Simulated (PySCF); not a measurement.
C3H11NSi2.
SMILES with atom numbers: `[CH2:1]=[CH:2][CH2:3][Si@H:4]([NH2:5])[SiH3:6]` (hydrogens: H7, H8 on C1; H9 on C2; H10, H11 on C3; H12 on Si4; H13, H14 on N5; H15, H16, H17 on Si6)

A linear-response calculation (PySCF, def2-SVPD basis, gas phase, vertical, core orbitals frozen in the response) gave these numbers; the functional is withheld.

Orbital energies (eV): HOMO-3 -10.75, HOMO-2 -9.67, HOMO-1 -8.58, HOMO -8.36, LUMO 0.98, LUMO+1 1.22, LUMO+2 1.28.

```csv
state,E (eV),f,"main configurations (H = HOMO, L = LUMO)"
S1,6.13,0.011,"H-1→L (64%), H→L (17%), H-1→L+1 (9%)"
S2,6.67,0.0082,"H-1→L+2 (42%), H→L+2 (22%), H→L+1 (14%)"
S3,6.77,0.032,"H→L (47%), H-1→L+2 (15%), H-1→L (12%)"
S4,6.85,0.346,"H→L+1 (44%), H→L+2 (30%), H→L+3 (13%)"
S5,6.92,0.063,"H→L+1 (27%), H→L+3 (20%), H-1→L+2 (12%)"
S6,7.04,0.011,"H-1→L+1 (64%), H→L+2 (8%)"
```

Triplets, Tamm–Dancoff:

```json
{"state": "T1", "E (eV)": "4.23", "λ (nm)": "293.3", "main configurations (H = HOMO, L = LUMO)": "H→L+1 (30%), H→L+2 (23%), H→L+3 (11%)"}
{"state": "T2", "E (eV)": "5.70", "λ (nm)": "217.5", "main configurations (H = HOMO, L = LUMO)": "H-1→L (51%), H→L (14%), H-1→L+1 (14%)"}
{"state": "T3", "E (eV)": "6.07", "λ (nm)": "204.3", "main configurations (H = HOMO, L = LUMO)": "H-1→L+2 (27%), H→L+2 (17%), H-1→L (8%)"}
{"state": "T4", "E (eV)": "6.44", "λ (nm)": "192.4", "main configurations (H = HOMO, L = LUMO)": "H-2→L (25%), H-1→L+3 (11%), H→L+3 (9%)"}
```

Vertical ionisation energy by ΔSCF with the same functional: 9.05 eV. Mean static polarisability: 103.9 au.

**Question.** Which of these was used?
A. PBE
B. PBE0
C. HF
D. CAM-B3LYP

**Answer.** D. CAM-B3LYP is range-separated, 19% exact exchange at short range and 65% at long range (ω = 0.33 bohr⁻¹). In this run −ε(HOMO) = 8.36 eV differs from the ΔSCF value by -0.68 eV, and S1 differs from the orbital gap of 9.34 eV by -3.21 eV. The ratio −ε(HOMO)/IP is 0.92. Usual ranges for neutral molecules in this basis: 0.85 to 0.93 with CAM-B3LYP, 0.5 to 0.7 with PBE, 0.7 to 0.83 with PBE0; with Hartree–Fock the ratio is 1 or more (Koopmans' value less the relaxation energy is the ΔSCF value). The other options: PBE, a GGA without exact exchange; HF, time-dependent Hartree–Fock, 100% exact exchange; PBE0, a global hybrid with 25% exact exchange.

Computed, not measured: TDDFT CAM-B3LYP/def2-SVPD, vertical, gas phase, core orbitals frozen in the response in PySCF. The structure is a single PBE0-D3(BJ)/def2-SVP conformer in the gas phase; no vibrational or solvent corrections.

Conformer computed: `[CH2:1]=[CH:2][CH2:3][Si@H:4]([NH2:5])[SiH3:6]`: C1–C2–C3–Si4 -110°, C2–C3–Si4–N5 53°, H–N5–Si4–C3 40°, H–N5–Si4–C3 -171°.
